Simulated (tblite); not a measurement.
Task: Write Cartesian coordinates for `CO[C@@H]1[CH][C@@H]1C(F)(F)Cl` [radical] as optimised with GFN2-xTB. (Doublet state.)

Result: 
```
atom  x, y, z in Å
C1     2.2514    0.6429   -0.6691
O2     0.8659    0.6027   -0.4217
C3     0.4319   -0.5421    0.2347
C4    -0.3790   -1.5099   -0.5065
C5    -1.0700   -0.6825    0.4923
C6    -2.0356    0.3930    0.0659
F7    -1.9232    0.7272   -1.2260
F8    -3.3124   -0.0131    0.2285
Cl9   -1.8145    1.8775    1.0481
H10    2.5607   -0.1752   -1.3275
H11    2.4439    1.5958   -1.1570
H12    2.8205    0.5831    0.2657
H13    1.0853   -0.8673    1.0434
H14   -0.5814   -1.5259   -1.5584
H15   -1.3479   -1.0981    1.4542
```

Orientation and origin are arbitrary. Atoms count from 1 in this order. The 3-membered ring C3–C4–C5 has internal angles of 58.4° to 62.9°. Of the pairs four or more bonds apart, O2···F7 is among the closest relative to their van der Waals radii: 2.91 Å, 97 % of the sum of Bondi's values. C4 (carbon bonded to 2 C and H) is pyramidal (angles 127.7°, 125.9° and 62.9°, sum 316.5°, 0.44 Å off the plane of its three neighbours). The 4 C–C bonds span 1.464 Å (C3–C4, drawn single) to 1.530 Å (C3–C5, drawn single), a spread of 0.066 Å.

Bonds between heavy atoms (Å): C1–O2 1.408, O2–C3 1.389, C3–C4 1.464, C4–C5 1.470, C5–C6 1.507, C6–F7 1.339, C6–F8 1.350, C6–Cl9 1.794, C3–C5 1.530.

The geometry is computed with GFN2-xTB (gas phase). This method treats the open shell by occupation alone, without spin polarisation.

Point group: C1 (no symmetry element, even within 0.4 Å). Its GFN2-xTB frequencies are all real (lowest 33 cm⁻¹). Torsions: C1–O2–C3–C4 -110°, C4–C5–C6–F7 -16°. 3 starts were optimised and ended at 0.00, 0.00 and 0.93 kcal/mol (GFN2-xTB); the lowest of these is shown.

One conformer stands for the species.
